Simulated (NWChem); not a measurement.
# CaHSF; SMILES [F][Ca][SH]

```xyz
4

Ca     0.2672     0.5908     0.0000
F     -0.3571     2.4444     0.0000
S     -0.2027    -1.9704     0.0000
H      1.1135    -2.2900     0.0000
```
Atoms are numbered in this order, from 1.

Program: NWChem. The geometry was optimised at PBE0/def2-SVP. Total energies compare along this basis series because the functional is fixed.

| level | basis functions | energy (Ha) | highest occupied level (eV) | orbital gap (eV) | dipole (D) |
|---|---|---|---|---|---|
| TPSS/cc-pVDZ | 64 | -1176.4149 | ? | ? | ? |
| TPSS/cc-pVTZ | 121 | -1176.4788 | -5.36 | 2.98 | 4.12 |
| TPSS/cc-pVQZ | 212 | -1176.4952 | -5.37 | 3.01 | 4.08 |

### Question
What belongs in the gaps?

### Answer

- TPSS/cc-pVDZ, highest occupied level (eV): -5.28
- TPSS/cc-pVDZ, orbital gap (eV): 2.85
- TPSS/cc-pVDZ, dipole (D): 4.23
